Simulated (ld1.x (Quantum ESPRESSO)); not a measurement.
Ru, PAW: configuration errors across variants

ld1.x (Quantum ESPRESSO) 7.5 input, shortened:

```
&input
   title='Ru', zed=44., rel=1, dft='PBE', iswitch=3,
   config='[Kr] 4d8 5s0 5p0'
 /
 &inputp
   pseudotype=3, lpaw=.true., tm=.true., lloc=-1, rcloc=1.05,
   nlcc=.true., new_core_ps=.true., rcore=0.80,
   which_augfun='PSQ', rmatch_augfun_nc=.true.
 /
6
4S  1  0   2.00   0.00  1.40  1.85  0.0
5S  2  0   0.00   0.00  1.40  1.85  0.0
4P  2  1   6.00   0.00  1.60  1.95  0.0
5P  3  1   0.00   0.00  1.60  1.95  0.0
4D  3  2   8.00   0.00  1.15  1.30  0.0
4D  3  2   0.00   2.20  1.15  1.30  0.0
 &test
   configts(1)='4s2 4p6 4d8 5s0 5p0'
 /
```

All-electron excitation energies from the reference (eV): (1) 4s2 4p6 4d7 5s1 5p0 0.333; (2) 4s2 4p6 4d7 5s0 5p0 7.625; (3) 4s2 4p6 4d6 5s0 5p0 25.811; (4) 4s2 4p6 4d7 5s0.5 5p0 3.196; (5) 4s2 4p6 4d5 5s0 5p0 56.434; (6) 4s2 4p6 4d6 5s1 5p0 10.445.

The overlap operator is not positive definite (basis up to 400 Ry) in “base”, “core correction a·sin(br)/r model core, default radius (ld1.x builds one for every PAW set, though the input has nlcc=.false.)”, “core correction Bessel-smoothed model core inside 0.56 bohr”, “core correction Bessel-smoothed model core inside 0.74 bohr”, “core correction Bessel-smoothed model core inside 0.98 bohr”, “core correction Bessel-smoothed model core inside 1.18 bohr”, “core correction Bessel-smoothed model core inside 1.36 bohr”. Such files are unfit for use, however small their errors in these radial tests.

Errors AE − PS in meV (a dash: test not solved or not reliable):

```tsv
change	(1)	(2)	(3)	(4)	(5)	(6)	bound ghosts
base	+0.2	+2.2	+29	-0.2	+142	-51	not determined (overlap not positive)
core correction a·sin(br)/r model core, default radius (ld1.x builds one for every PAW set, though the input has nlcc=.false.)	+1.2	+2.2	+28	0.0	+133	-31	not determined (overlap not positive)
core correction Bessel-smoothed model core inside 0.56 bohr	+0.1	+2.2	+29	-0.2	+142	-54	not determined (overlap not positive)
core correction Bessel-smoothed model core inside 0.74 bohr	+0.1	+2.2	+29	-0.2	+142	-52	not determined (overlap not positive)
core correction Bessel-smoothed model core inside 0.98 bohr	+0.3	+2.2	+29	-0.2	+141	-46	not determined (overlap not positive)
core correction Bessel-smoothed model core inside 1.18 bohr	+0.7	+2.2	+28	-0.2	+138	-39	not determined (overlap not positive)
core correction Bessel-smoothed model core inside 1.36 bohr	+1.0	+2.2	+28	0.0	+134	-34	not determined (overlap not positive)
```

Give the same row for: core correction Bessel-smoothed model core inside 1.50 bohr.

+1.1, +2.3, +28, 0.0, +133, -32; bound ghosts: not determined (overlap not positive). Its overlap operator is not positive definite in a basis up to 400 Ry (lowest eigenvalue s -0.02, p -0.40), so the file is unfit for use: the generalised eigenproblem breaks down once the basis is large enough, and its test numbers describe a broken file.
